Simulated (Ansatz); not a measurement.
H4P (SMILES [PH4+]) moved off its minimum; all values from Ansatz (a program for electronic structure), cores frozen in correlated methods.
(charge 1, multiplicity 1)
```xyz
5

P      0.08675     0.08568    -0.00734
H     -0.85858    -0.97541    -0.78214
H      0.28282    -0.52484     1.19493
H     -0.80914     1.13593     0.22434
H      1.27586     0.16325    -0.79099
```

Forces at r2SCAN/def2-TZVPP (eV/Å):

| atom | Fx | Fy | Fz |
|---|---|---|---|
| P1 | -2.385 | -2.710 | -2.348 |
| H2 | 1.843 | 1.959 | 1.355 |
| H3 | 0.477 | -0.304 | 0.828 |
| H4 | 0.513 | 0.521 | -0.258 |
| H5 | -0.449 | 0.534 | 0.424 |

Problem. Give the forces (eV/Å), the total energy and the dipole at CCSD(T)/aug-cc-pV(T+d)Z.

Solution. 
| atom | Fx | Fy | Fz |
|---|---|---|---|
| P1 | -2.409 | -2.749 | -2.329 |
| H2 | 1.877 | 1.999 | 1.371 |
| H3 | 0.478 | -0.241 | 0.741 |
| H4 | 0.594 | 0.453 | -0.275 |
| H5 | -0.540 | 0.540 | 0.493 |
Energy -342.9834 hartree.
